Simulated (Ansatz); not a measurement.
CH4BrNOSi can be A, `Br[SiH]1NCO1`, or B, `N=C[SiH](O)Br`.

Program: Ansatz. Geometries: PBE0-D4/def2-TZVP. ΔE: electronic, gas phase. CCSD(T)/CBS is the MP2 limit (def2-TZVPP, def2-QZVPP) plus CCSD(T) − MP2 in def2-TZVPP, frozen cores. DFT in def2-TZVPP. B3LYP here is the variant with VWN-RPA as its local correlation; programs differ in this. For Br outer-core shells are correlated without core-valence functions, which leaves a few kJ/mol of doubt a bond. Scalar relativity is left out up to krypton. One conformer a species, not always the lowest.

**Question.** Which is lower in electronic energy at CCSD(T)/CBS, and by how much? (Estimate.)

**Answer.** Computed: A, by 4.2 kcal/mol.

**Question.** Give E(B) − E(A) in kcal/mol with PBE0-D4, PBE-D4, CCSD/def2-TZVPP, MP2/def2-TZVPP, B3LYP, ωB97M-V, BLYP-D4. (Estimate.)

**Answer.** Ansatz gave: PBE0-D4 7.4, PBE-D4 4.7, CCSD/def2-TZVPP 4.6, MP2/def2-TZVPP 6.1, B3LYP 2.5, ωB97M-V 5.7, BLYP-D4 -0.2. The order is the other way round with BLYP-D4.

**Question.** Does the order hold for the free energy at 298.15 K (harmonic terms from PBE0-D4)? (Best estimate.)

**Answer.** The calculation gave: Yes: G(B) − G(A) = +0.8 kcal/mol, for one conformer each.

Largest T1 diagnostic: 0.011.

At CCSD(T), def2-SVP lies −1.6 kcal/mol from the extrapolated value and def2-TZVPP −0.2 kcal/mol. From BLYP to BHLYP (50 % exact exchange), in def2-TZVPP and without D4, E(B) − E(A) moves by +5.7 kcal/mol.
